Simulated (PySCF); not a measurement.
**Se2: from constants to spectrum**

PBE0 constants of Se2, ³Σg⁻ (triplet), unpaired electrons π ↑↑ (basis Se cc-pVTZ-PP with ECP10; scalar-relativistic core potentials; PySCF 2.14; masses 79.9165 and 79.9165 u):

- ωe: 402.9 cm⁻¹
- ωexe: 0.809 cm⁻¹
- Be: 0.09027 cm⁻¹
- αe: 0.000258 cm⁻¹
- De to Se + Se: 3.69 eV

Problem. What force constant and bond length do these constants imply?

Solution. Reduced mass μred = 39.958 u; k = 5.8918×10⁻⁷·μred·ωe² (u, cm⁻¹, mdyn/Å) = 3.82 mdyn/Å; Re = √(16.8576/(μred·Be)) (u, cm⁻¹, Å) = 2.162 Å.

Problem. Estimate the centrifugal constant D from the Kratzer relation and find the Dunham coefficient a1.

Solution. D = 4Be³/ωe² = 1.81e-08 cm⁻¹; a1 = −1 − αeωe/(6Be²) = -3.13.

Spin–orbit coupling is left out. The state is the lowest determinant that a PBE0 search found; another state may lie lower at other levels.
